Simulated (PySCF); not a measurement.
# Excitation energy of V by level of theory

V [Ar] 3d3 4s2 (4F) → V [Ar] 3d5 (6S), as a difference of total energies. Calculation: PySCF 2.14, in x2c-TZVPPall (6s5p4d2f1g, 64 functions); the spin-free X2C one-electron Hamiltonian (Gaussian nucleus). Correlated levels: valence: [Ar] frozen. The calculations carry no spin-orbit coupling.

| method | excitation energy (eV) |
| --- | --- |
| UHF | 3.761 |
| MP2 (valence) | 2.735 |
| SCS-MP2 (valence) | 4.169 |
| CCSD (valence) | 3.028 |
| CCSD(T) (valence) | 2.955 |

Q: How much does correlation contribute at CCSD(T) (valence)?

A: 2.955 − (3.761) = -0.806 eV, measured against UHF.

A first-order spin-orbit estimate (lowest level to lowest level, LS coupling) adds 0.042 eV.

The coupled-cluster amplitudes are large for the upper state (T1 above 0.03 or a double amplitude above 0.15), so a single reference is strained.
